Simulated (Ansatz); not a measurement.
`CCBCC` → `CBCC` + `[CH2]` (triplet)  (formal loss of a carbene)

Computed with Ansatz on PBE0-D4/def2-TZVP structures; ΔE is electronic, products minus reactants. CBS: MP2 limit from def2 TZ/QZ plus the TZ coupled-cluster correction, frozen cores. This one scheme is used for every species. DFT in def2-TZVPP. Triplets are unrestricted, without spin–orbit coupling. Each species was taken in one conformer, which may not be the lowest.

`CCBCC`:

```xyz
16

C    -0.713    2.549   -0.127
C    -0.098    1.329    0.548
B    -0.226   -0.042   -0.183
C     0.792   -1.201    0.037
C     0.309   -2.624   -0.218
H    -1.756    2.364   -0.396
H    -0.684    3.434    0.513
H    -0.182    2.797   -1.050
H     0.934    1.524    0.864
H    -0.633    1.129    1.496
H    -1.145   -0.210   -0.946
H     1.584   -0.948   -0.693
H     1.295   -1.118    1.008
H    -0.147   -2.711   -1.207
H    -0.449   -2.919    0.512
H     1.121   -3.353   -0.157
```

`CBCC`:

Cartesian coordinates in Å:
```
C 0.172 -1.702 -0.368
B -0.148 -0.733 0.808
C -0.195 0.824 0.705
C 0.112 1.480 -0.634
H -0.793 -2.139 -0.673
H 0.778 -2.558 -0.057
H 0.612 -1.243 -1.255
H -0.416 -1.215 1.880
H 0.482 1.203 1.487
H -1.183 1.137 1.076
H 1.119 1.231 -0.978
H 0.044 2.569 -0.582
H -0.583 1.146 -1.409
```

`[CH2]` (triplet):

Z-matrix (Å, degrees):
```
C
H 1 1.079
H 1 1.079 2 134.9
```

| level | ΔE (kJ/mol) | difference from CCSD(T)/CBS |
| --- | --- | --- |
| r2SCAN-D4 | 400.5 | -24.8 |
| B2PLYP | 415.3 | -10.0 |
| PBE | 425.0 | -0.3 |
| r2SCAN0 | 395.8 | -29.5 |
| RPA@PBE/def2-TZVPP | 409.3 | -16.0 |
| HF/def2-SVP | 288.4 | -136.9 |
| MP2/def2-SVP | 418.8 | -6.5 |
| CCSD/def2-SVP | 402.7 | -22.6 |
| MP2/def2-TZVPP | 426.2 | 0.9 |
| HF/CBS(def2) | 281.0 | -144.3 |
| CCSD(T)/CBS | 425.3 | 0 |

Task: What do rigid-rotor, harmonic-oscillator terms from PBE0-D4/def2-TZVP frequencies (298.15 K, 1 bar) make of the CCSD(T)/CBS value? (Estimate.)

Result: Ansatz gave: ΔZPE = -30.2 kJ/mol, ΔH = +401.8 kJ/mol, ΔS = 174 J/(mol·K), ΔG = +350.1 kJ/mol. Open shells count their whole term as degenerate.

Largest T1 diagnostic among the species: 0.011.

From r2SCAN to r2SCAN0 (25 % exact exchange), in def2-TZVPP and without D4, ΔE moves by −3.2 kJ/mol. Leaving LDA and LC-ωPBE aside and taking each functional with its dispersion term where it has one, the values, not all of them listed here, spread over 38.0 kJ/mol, from r2SCAN0-D4 to ωB97X-V. LDA lies +70.7 kJ/mol from PBE without D4. The D4 term adds +7.8 kJ/mol with B3LYP and +4.3 kJ/mol with PBE0; it sums over pairs of atoms, weighted by their polarisabilities, and B3LYP, whose exchange is more repulsive, gets the larger term.

B3LYP here is the variant with VWN-RPA as its local correlation; programs differ in this.
